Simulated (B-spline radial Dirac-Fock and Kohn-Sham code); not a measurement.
**Mn⁶⁺ 3p1/2: cross section and angular parameters**

System: the Mn⁶⁺ ion, [Ar] 3d1; threshold 169.7 eV (orbital energy of the model). Model: Dirac-Hartree-Slater photoionisation with a Latter tail; cross sections with all multipoles, angular parameters from the dipole term and its interference with E2. Program: a radial atomic solver.

```tsv
hν (eV)	σ (kb)	β	γ	δ
195	395	1.142	0.101	0.010
200	387	1.187	0.092	0.008
229	337	1.360	0.045	0.002
244	313	1.416	0.026	0.001
300	234	1.537	-0.012	0.001
555	77.6	1.628	0.046	0.005
1000	21.1	1.552	0.252	0.012
1160	14.7	1.517	0.320	0.015
1486.9	7.82	1.447	0.439	0.022
1490	?	?	?	?
2000	3.55	1.350	0.589	0.034
2440	2.04	1.277	0.693	0.045
2630	1.65	1.248	0.732	0.050
4000	0.476	1.073	0.950	0.084
4540	0.322	1.018	1.014	0.098
4600	0.309	1.012	1.021	0.100
4730	0.283	1.000	1.034	0.103
6000	0.133	0.894	1.148	0.134
7190	0.0739	0.814	1.229	0.162
8047.8	0.0509	0.764	1.279	0.182
9360	0.0307	0.700	1.343	0.211
11600	0.0147	0.612	1.431	0.256
```

Q: Give the values at 1490 eV.

A: σ = 7.78 kb, β = 1.447, γ = 0.440, δ = 0.022.

Values without a named source are computed, but for edge energies of neutral atoms, which are taken from tables.
